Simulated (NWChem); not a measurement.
Molecule: InNH2ClF; SMILES [NH2][In]([F])[Cl]

```xyz
6

In     0.0921     0.3267    -0.0205
F      1.9524     0.8911     0.1568
Cl    -0.2108    -1.9833    -0.0646
N     -1.3853     1.6926     0.0591
H     -2.2557     1.4083    -0.3841
H     -1.1252     2.6174    -0.2768
```
Atoms are numbered in this order, from 1.

Computed with NWChem. The geometry was optimised at PBE0/def2-SVP. def2 effective core potentials on In; no spin-orbit coupling. Static field.

```csv
level,isotropic polarisability (bohr³),anisotropy (bohr³)
PBE/def2-SVPD,60.4,26.3
B3LYP/def2-SVPD,57.5,24.9
"LDA (Slater exchange, VWN5)/def2-SVPD",60.7,?
Hartree-Fock/def2-SVPD,48.5,17.4
```

Complete the blanks.


- LDA (Slater exchange, VWN5)/def2-SVPD, anisotropy (bohr³): 27.1
